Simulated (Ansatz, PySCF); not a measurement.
Process, species as SMILES: CB(I)I [diiodo(methyl)borane] -> C[B]I + I atom (the B-I bond at the site shown breaks; other sites are not compared here)
Structures are relaxed separately at B3LYP-D3(BJ)/def2-TZVP in Ansatz (a first-principles code).
Geometry of the first species:
SMILES: CB(I)I
```xyz
7

C     -2.3611    -0.3071     0.1754
B     -0.8285    -0.1058     0.0393
I      0.4752    -1.7873    -0.1796
I      0.0256     1.8525     0.1419
H     -2.9336     0.5552    -0.1677
H     -2.5826    -0.4288     1.2440
H     -2.7156    -1.2096    -0.3236
```

Wanted: bond dissociation energy (0 K, with B3LYP-D3(BJ) harmonic zero-point energies from PySCF), in kcal/mol. Correlated levels leave the core frozen unless marked. Open shells are spin-unrestricted. Spin-orbit coupling is left out. Frozen are the shells of the preceding noble gas and the d and f shells that filled before the atom's block. Past Kr the def2 sets carry scalar-relativistic core potentials. STO-3G rows are all-electron and non-relativistic. CBS(X,Y): correlation extrapolated as X^-3; Hartree-Fock from the larger set.

| level | program | bond dissociation energy (kcal/mol) |
|---|---|---|
| HF/STO-3G | Ansatz | 79.4 |
| revPBE-D3(BJ)/def2-TZVPD | Ansatz + dftd3 | 84.8 |
| revPBE/def2-TZVPD | Ansatz | 80.5 |
| B3LYP-D3(BJ)/def2-TZVPD | Ansatz + dftd3 | 84.1 |
| PBE0/def2-QZVPP | Ansatz | 84.6 |
| r2SCANh-D4/def2-TZVPD | Ansatz + dftd4 | 83.5 |
| r2SCAN0/def2-TZVPD | Ansatz | 82.0 |

### Question
Estimate the value at CCSD(T)/CBS(def2-TZVPP,def2-QZVPP) as computed with Ansatz.

### Answer
87.3 kcal/mol
